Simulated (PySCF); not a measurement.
Ionisation energy of Ho by level of theory

Ho [Xe] 4f11 6s2 [4f5/2^6 4f7/2^5, M_J = 15/2] → Ho⁺ [Xe] 4f11 6s1 [4f5/2^6 4f7/2^5 6s1/2^1, M_J = 8], as a difference of total energies. Calculation: PySCF 2.14, in x2c-TZVPall-2c (11s11p10d4f1g, 131 functions); the two-component X2C-1e Hamiltonian. Correlated levels: [Ar] 3d10 frozen; the 18 highest virtual spinors dropped. "Screened" scales the spin-orbit matrix elements by Boettger's factors to mimic the two-electron term; Breit and QED terms are absent.

```csv
method,ionisation energy (eV)
GHF (spin-free),4.925
GMP2 (spin-free),5.887
GHF (screened spin-orbit),4.927
GMP2 (screened spin-orbit),5.890
```

Problem. How much does correlation contribute at GMP2 (screened spin-orbit)?

Solution. 5.890 − (4.927) = 0.963 eV, measured against GHF (screened spin-orbit).

The spin-free rows relax to the high-spin LS determinant and lack the spin-orbit shift.

The labels give the starting determinants; with spin-orbit coupling the two ends relaxed to ⟨J²⟩ = 63.76, ⟨L²⟩ = 42.40, ⟨S²⟩ = 3.78 and ⟨J²⟩ = 72.01, ⟨L²⟩ = 42.38, ⟨S²⟩ = 6.01.

For comparison: 6.021 eV (measured; NIST Atomic Spectra Database, ionization energies).
